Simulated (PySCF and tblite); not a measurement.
Values are calculated unless marked as measured or tabulated.
# Dynamics report: rotation

System: C2H10B3N, numbered as in [BH2:1][N:2]([BH2:3])[B:4]([CH3:5])[CH3:6].

Motion: rotation about the B1–N2 bond (torsion H–B1–N2–B3 from 179° to 363°, rising). The path came from a restrained scan, a climbing-image band and a saddle search at GFN2-xTB; energies are PBE0/pcSseg-1 + D3(BJ)//PBE0-D3(BJ)/def2-SVP, thermal terms GFN2-xTB. Rate constants are transition-state-theory values, counting equivalent paths, without tunnelling. Run with tblite and PySCF.

| point | symmetry | E(GFN2) kcal/mol | E(DFT) kcal/mol | ZPE change kcal/mol | lowest mode cm⁻¹ | dipole D |
| --- | --- | --- | --- | --- | --- | --- |
| start | C2 | 0.0 | 0.0 | 0.00 | 51 | 1.27 |
| saddle | C1 | 4.5 | 8.2 | -0.75 | 194i | 1.00 |
| end | C2 | -0.1 | -0.6 | 0.15 | 62 | 1.17 |

```json
{"Electronic barrier": "8.2 kcal/mol", "Barrier with zero-point energy": "7.4 kcal/mol", "ΔH‡ (298 K)": "7.2 kcal/mol", "ΔS‡ (298 K, symmetry apart)": "-0.9 cal/(mol K)", "Paths": "2 equivalent paths", "End point": "a different minimum", "Mean lifetime of the start against this motion at 298 K": "25 ns", "Cost": "20 min on 1 thread of Intel Xeon @ 2.50GHz, shared host (rough), peak memory 0.75 GiB, launched as `OMP_NUM_THREADS=1 python ens_run.py task.json out`"}
```

| T/K | ΔG‡ kcal/mol | k s⁻¹ | ΔG kcal/mol | k back s⁻¹ |
| --- | --- | --- | --- | --- |
| 150 | 7.4 | 94 | -0.4 | 24 |
| 200 | 7.4 | 6.2×10⁴ | -0.4 | 2.3×10⁴ |
| 250 | 7.5 | 3.1×10⁶ | -0.4 | 1.4×10⁶ |
| 298 | 7.5 | 4×10⁷ | -0.4 | 2.1×10⁷ |
| 350 | 7.5 | 2.8×10⁸ | -0.4 | 1.6×10⁸ |
| 400 | 7.6 | 1.2×10⁹ | -0.4 | 7.2×10⁸ |
| 500 | 7.7 | 8.7×10⁹ | -0.4 | 5.8×10⁹ |

ΔG and ΔG‡ leave out symmetry numbers and mirror images; rates count paths: 2 out, 2 back.
